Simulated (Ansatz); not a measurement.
System: sum formula H$_{5}$SiO, charge 1, multiplicity 1. It need not be the lowest isomer of its formula. 
Coordinates optimised at B3LYP-D3(BJ)/def2-TZVP (Ansatz, a program for electronic structure):
```xyz
7

Si    -0.6614     0.0301    -0.1989
O      1.0973    -0.0330     0.3417
H     -0.7997    -1.1452    -1.0625
H     -1.3157    -0.0484     1.1088
H     -0.6573     1.3302    -0.8726
H      1.8377     0.2948    -0.1963
H      1.4158    -0.5885     1.0732
```
Charge +1, spin multiplicity 1.

Basis-set convergence of Hartree-Fock and CCSD(T) correlation energies (hartree) with Ansatz. Cores are frozen in the correlated levels unless marked. Spin-orbit coupling is left out. Non-relativistic.

| basis | functions | E(HF) | E(corr, CCSD(T)) |
|---|---|---|---|
| def2-SVP | 57 | -366.30921 | -0.32967 |
| def2-TZVPP | 143 | -366.51091 | -0.40869 |
| def2-QZVPP | 277 | -366.52403 | -0.43467 |

Extrapolating the two largest sets (X = 3 and 4) as X^-3: E(corr) = (64·(-0.43467) - 27·(-0.40869))/37 = -0.4536 Eh, an estimate of the basis-set limit. The largest set recovers 95.8 % of it, the smallest 72.7 %.
